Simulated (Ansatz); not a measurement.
`CCCCCCCCCC[SeH]`. Charge 0, multiplicity 1. Geometry PBE-D4/def2-SVP.

```xyz
33

C     3.392    3.270   -2.415
C     2.215    2.699   -1.623
C     2.569    2.372   -0.167
C     1.402    1.853    0.684
C     0.833    0.499    0.245
C    -0.269   -0.030    1.166
C    -0.852   -1.375    0.727
C    -1.954   -1.894    1.655
C    -2.511   -3.276    1.285
C    -3.083   -3.401   -0.127
Se   -4.532   -2.068   -0.420
H     4.241    2.555   -2.447
H     3.771    4.208   -1.957
H     3.111    3.501   -3.463
H     1.836    1.787   -2.133
H     1.368    3.422   -1.636
H     3.395    1.624   -0.152
H     2.986    3.286    0.312
H     0.583    2.609    0.685
H     1.735    1.773    1.742
H     1.661   -0.246    0.194
H     0.433    0.571   -0.791
H     0.129   -0.119    2.203
H    -1.090    0.721    1.226
H    -1.255   -1.270   -0.305
H    -0.035   -2.130    0.663
H    -2.785   -1.152    1.679
H    -1.568   -1.937    2.697
H    -1.700   -4.035    1.380
H    -3.291   -3.566    2.023
H    -2.304   -3.231   -0.896
H    -3.516   -4.408   -0.283
H    -4.912   -2.611   -1.750
```

The 6-31G sets use Cartesian d functions. B3LYP takes the VWN-RPA correlation.

Estimate the orbital energies around the gap (eV) in Ansatz with PBE-D4/def2-SVP, PBE-D4/def2-TZVP, r2SCAN-D4/def2-TZVP, r2SCANh-D4/def2-TZVP, B3LYP-D4/6-31G.


| orbital | PBE-D4/def2-SVP | PBE-D4/def2-TZVP | r2SCAN-D4/def2-TZVP | r2SCANh-D4/def2-TZVP | B3LYP-D4/6-31G |
| --- | --- | --- | --- | --- | --- |
| HOMO−9 | -8.19 | -8.26 | -8.58 | -9.10 | -9.34 |
| HOMO−8 | -8.09 | -8.16 | -8.48 | -9.00 | -9.23 |
| HOMO−7 | -7.99 | -8.05 | -8.35 | -8.86 | -9.06 |
| HOMO−6 | -7.71 | -7.78 | -8.09 | -8.60 | -8.83 |
| HOMO−5 | -7.50 | -7.57 | -7.87 | -8.38 | -8.62 |
| HOMO−4 | -7.44 | -7.51 | -7.80 | -8.30 | -8.53 |
| HOMO−3 | -7.28 | -7.35 | -7.64 | -8.10 | -8.32 |
| HOMO−2 | -7.26 | -7.32 | -7.59 | -8.07 | -8.23 |
| HOMO−1 | -7.18 | -7.23 | -7.49 | -7.98 | -8.18 |
| HOMO | -5.04 | -5.24 | -5.50 | -5.93 | -6.06 |
| LUMO | -0.54 | -0.79 | -0.52 | -0.19 | 0.29 |
| LUMO+1 | 0.37 | -0.05 | 0.40 | 0.71 | 1.24 |
| LUMO+2 | 1.00 | 0.43 | 1.09 | 1.32 | 2.42 |
| LUMO+3 | 1.14 | 0.62 | 1.29 | 1.53 | 2.51 |
| LUMO+4 | 1.37 | 0.78 | 1.47 | 1.70 | 2.83 |
| LUMO+5 | 1.39 | 0.84 | 1.49 | 1.74 | 2.84 |
